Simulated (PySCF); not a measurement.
Compound: C6H14OSi2.
Atom-mapped SMILES: `[CH2:1]=[C:2]1[CH2:3][O:4][C@H:5]([CH2:6][SiH3:7])[CH2:8][SiH2:9]1`

Structure used (GFN2-xTB), in Å, numbered top down from 1:
```xyz
23
C6H14OSi2 angstrom
C      3.2317    0.4173    0.8568
C      2.0993    0.2725    0.1847
C      0.8945    1.1244    0.4924
O     -0.2900    0.3812    0.6511
C     -0.8201   -0.2050   -0.5288
C     -2.2756   -0.4893   -0.1918
Si    -2.8274    0.8647    1.0285
C     -0.0312   -1.4438   -0.9538
Si     1.8034   -0.9967   -1.1809
H      4.0960   -0.1866    0.6371
H      3.3472    1.1463    1.6455
H      0.7614    1.8623   -0.3189
H      1.0260    1.6654    1.4347
H     -0.7773    0.5451   -1.3381
H     -2.8773   -0.5166   -1.0985
H     -2.3595   -1.4688    0.2789
H     -2.3271    0.6222    2.3757
H     -2.4441    2.1838    0.5236
H     -4.2986    0.8155    1.0653
H     -0.1441   -2.1998   -0.1741
H     -0.4742   -1.8506   -1.8630
H      2.6805   -2.1582   -1.0245
H      2.0018   -0.3582   -2.4917
```

Definitions: NICS(0) = −σiso at the ring centroid; NICS(1) = −σiso and NICS(1)zz = −σzz at ±1 Å along the ring normal z. Level: GIAO PBE0/pcSseg-1 (PySCF, non-relativistic, gas phase) on the GFN2-xTB geometry, one conformer.

Ring bond lengths (Å), with Mayer bond orders in brackets: C2–C3 1.507 (1.00), C3–O4 1.407 (0.91), O4–C5 1.420 (0.88), C5–C8 1.529 (1.01), C8–Si9 1.902 (0.90), Si9–C2 1.888 (0.83).

**Question.** Give the NICS values of each ring in ppm.

**Answer.** 
```csv
ring,type,NICS(0),"NICS(1), two faces","NICS(1)zz, two faces",rms pucker (Å),"centre to ring atoms, mean (Å)"
C2–C3–O4–C5–C8–Si9,6-membered ring with O and Si; formal bonds all single,-1.6,-1.4 / -2.0,3.3 / 3.2,0.22,1.55
```

**Question.** What do they say, and how far can they be read as aromaticity?

**Answer.** 
- C2–C3–O4–C5–C8–Si9: mean NICS(1)zz 3.2 ppm, deshielded. C3, C5, C8, Si9 have four or more neighbours, and the NICS criterion for π rings isn't applied.

**Question.** At the first NICS(1) probe listed for ring C2–C3–O4–C5–C8–Si9, 1 Å off the ring, how large is the induced field along the normal in 14.1 T applied along it?

**Answer.** NICSzz × B0 = 3.3 ppm × 14.1 T = 47 μT, along the applied field.

**Question.** How shielded are the nuclei of the rings and their hydrogens (means over atoms taken as equivalent)?

**Answer.** 
```json
{"atoms": "C2", "environment": "fully substituted alkene carbon", "σ isotropic (ppm)": "37.8", "principal values of the symmetric part, first atom (ppm)": "-79.0, 12.1, 180.3"}
{"atoms": "C3", "environment": "sp3 carbon bound to oxygen", "σ isotropic (ppm)": "105.3", "principal values of the symmetric part, first atom (ppm)": "80.8, 90.8, 144.3"}
{"atoms": "O4", "environment": "cyclic ether oxygen", "σ isotropic (ppm)": "247.2", "principal values of the symmetric part, first atom (ppm)": "220.8, 252.2, 268.6"}
{"atoms": "C5", "environment": "sp3 carbon bound to oxygen", "σ isotropic (ppm)": "108.3", "principal values of the symmetric part, first atom (ppm)": "86.4, 92.4, 146.1"}
{"atoms": "C8", "environment": "sp3 carbon bound to silicon", "σ isotropic (ppm)": "165.0", "principal values of the symmetric part, first atom (ppm)": "149.3, 157.0, 188.6"}
{"atoms": "Si9", "environment": "SiH2 silicon", "σ isotropic (ppm)": "405.5", "principal values of the symmetric part, first atom (ppm)": "378.2, 406.4, 431.9"}
{"atoms": "H12", "environment": "methylene hydrogen", "σ isotropic (ppm)": "27.46", "principal values of the symmetric part, first atom (ppm)": "23.3, 27.8, 31.3"}
{"atoms": "H13", "environment": "methylene hydrogen", "σ isotropic (ppm)": "27.27", "principal values of the symmetric part, first atom (ppm)": "22.5, 26.9, 32.4"}
{"atoms": "H14", "environment": "methine hydrogen", "σ isotropic (ppm)": "28.41", "principal values of the symmetric part, first atom (ppm)": "26.0, 28.5, 30.7"}
{"atoms": "H20", "environment": "methylene hydrogen", "σ isotropic (ppm)": "30.71", "principal values of the symmetric part, first atom (ppm)": "26.7, 30.1, 35.4"}
{"atoms": "H21", "environment": "methylene hydrogen", "σ isotropic (ppm)": "30.57", "principal values of the symmetric part, first atom (ppm)": "25.8, 29.2, 36.6"}
{"atoms": "H22", "environment": "Si–H hydrogen", "σ isotropic (ppm)": "27.30", "principal values of the symmetric part, first atom (ppm)": "24.0, 25.1, 32.9"}
{"atoms": "H23", "environment": "Si–H hydrogen", "σ isotropic (ppm)": "27.14", "principal values of the symmetric part, first atom (ppm)": "24.1, 25.1, 32.2"}
```
